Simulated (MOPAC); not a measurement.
MOPAC input (PM6):

```
PM6 1SCF UHF MS=0.5 GEO-OK AUX(PRECISION=9) THREADS=1
CaCl

Ca   -0.00000000 1   -0.00000000 1   -1.07099997 1
Cl    0.00000000 1    0.00000000 1    1.25999996 1
```

From the last part of the output:

```
                                                       MOPAC v23.2.5 Linux

          FINAL HEAT OF FORMATION =        -36.02842 KCAL/MOL =    -150.74291 KJ/MOL

          COSMO AREA              =        101.43 SQUARE ANGSTROMS
          COSMO VOLUME            =         90.31 CUBIC ANGSTROMS

          IONIZATION POTENTIAL    =          6.536999 EV
          ALPHA SOMO LUMO (EV)    =         -6.537  0.270
          BETA  SOMO LUMO (EV)    =        -10.485 -0.099
          NO. OF ALPHA ELECTRONS  =          5
          NO. OF BETA  ELECTRONS  =          4
          MOLECULAR WEIGHT        =         75.5330         POINT GROUP:  C*v

          MOLECULAR DIMENSIONS (Angstroms)

            Atom       Atom       Distance
           Cl     2   Ca     1     2.33100
           Cl     2   Ca     1     0.00000
           Ca     1   Cl     2     0.00000

          SCF CALCULATIONS        =          1

   ATOM   CHEMICAL          X               Y               Z
  NUMBER   SYMBOL      (ANGSTROMS)     (ANGSTROMS)     (ANGSTROMS)

     1      Ca         -0.00000000  *  -0.00000000  *  -1.07099997  *
     2      Cl          0.00000000  *   0.00000000  *   1.25999996  *

                             CARTESIAN COORDINATES

   1   Ca       -0.000000000    -0.000000000    -1.070999970
   2   Cl        0.000000000     0.000000000     1.259999960

           Empirical Formula: Ca Cl  =     2 atoms

      MOLECULAR POINT GROUP   :   C*v

          ALPHA EIGENVALUES
 -25.77343 -12.08573 -10.45894 -10.45894  -6.53700   0.26996   0.26996   0.50372
  94.48699  94.65137  94.65137  95.17927  95.17927

           BETA EIGENVALUES
 -25.94465 -12.00792 -10.48522 -10.48522  -0.09936   0.99637   0.99637   1.44726
  94.43454  94.60935  94.60935  95.16985  95.16985

              NET ATOMIC CHARGES AND DIPOLE CONTRIBUTIONS

  ATOM NO.   TYPE          CHARGE      No. of ELECS.   s-Pop       p-Pop       d-Pop
    1         Ca           0.546565        1.4534     0.85177     0.60167
    2         Cl          -0.546565        7.5466     1.99780     5.54837     0.00039
 DIPOLE           X         Y         Z       TOTAL
 POINT-CHG.     0.000     0.000    -6.119     6.119
 HYBRID        -0.000    -0.000     1.828     1.828
 SUM           -0.000    -0.000    -4.292     4.292

          ATOMIC ORBITAL ELECTRON POPULATIONS

     Atom    s        px        py        pz      x^2-y^2     xz        z^2       yz        xy
    1 Ca   0.85177   0.01481   0.01481   0.57204
    2 Cl   1.99780   1.98514   1.98514   1.57810   0.00000   0.00005   0.00030   0.00005   0.00000

                    (SZ)    =    0.500000
                    (S**2)  =    0.752799

          ATOMIC ORBITAL SPIN POPULATIONS

    Atom   Total    s     px     py     pz   x^2-y^2  xz     z^2    yz     xy
         Atomic
    1 Ca  1.0360  0.629  0.002  0.002  0.404
    2 Cl -0.0360  0.000 -0.002 -0.002 -0.033  0.000  0.000  0.000  0.000  0.000

 **********************
 *                    *
 * JOB ENDED NORMALLY *
 *                    *
 **********************

 == MOPAC DONE ==
```
